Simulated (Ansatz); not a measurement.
Isomers of Cu3F4 (doublet), relaxed with r2SCAN-D4/def2-SVP; total energies from Ansatz at PBE0-D4/def2-TZVP.

```tsv
isomer	description	energy (Eh)
A	point group C2; 8 × Cu–F 1.87 to 2.00 Å	-5320.13839
B	point group Cs; 8 × Cu–F 1.89 to 2.03 Å	-5320.13738
```

The isomers come from a short search, and lower ones may exist.

Question: Work out the relative energies (1 Eh = 2625.5 kJ/mol) and the Boltzmann populations at 298 K from electronic energies alone (R = 8.314 J/mol/K).

Answer: ΔE: A 0.0, B 2.7 kJ/mol. RT = 2.48 kJ/mol. Factors exp(−ΔE/RT): A 1, B 0.337; sum 1.337. Populations: A 74.8 %, B 25.2 %. Zero-point energy, vibrational entropy and symmetry numbers are left out and can shift these; an error of 4 kJ/mol changes a ratio by a factor of 5.0. Over the other density-functional and correlated levels in def2 sets, the gap between A and B ranges from -2 to 0 kJ/mol.
